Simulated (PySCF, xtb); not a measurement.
BrFH2OSi, SMILES [SiH](F)(O)Br. Atoms are numbered in the order given.

```xyz
6

Si    -0.3881     0.3932     0.8561
O     -1.7974    -0.4038     1.1054
F     -0.6643     1.9137     0.3828
Br     0.7936    -0.5506    -0.7640
H      0.3593     0.4061     2.1221
H     -2.3446    -0.6340     0.3446
```

Geometry: r2SCAN-D4/def2-SVP. Other conformers were not sampled.

Calculation: C-PCM-B3LYP/def2-SVP run with PySCF.

The values are the electrostatic part of the solvation free energy, E(continuum) − E(gas) at the gas-phase geometry, in a cavity of scaled van der Waals radii (PySCF's table); cavitation and dispersion terms are not included. In vacuum the orbital gap is 8.89 eV. The dipole moment in vacuum is 1.21 D.

```csv
solvent,ε,ΔG(elec) (kcal/mol),dipole (D),gap (eV)
water,78.36,[?],[?],[?]
n-hexane,1.88,-2.1,1.32,8.99
diethylether,4.24,-3.6,1.40,9.03
```

Task: Some entries are withheld; supply them. (Estimate from the structure and the level; the computed values follow.)

Result: 
- water, ΔG(elec) (kcal/mol): -4.7
- water, dipole (D): 1.46
- water, gap (eV): 9.06

For comparison, GFN2-xTB/ALPB(water) (xtb, at the GFN2-xTB geometry, all terms of that model) gives -3.9 kcal/mol.
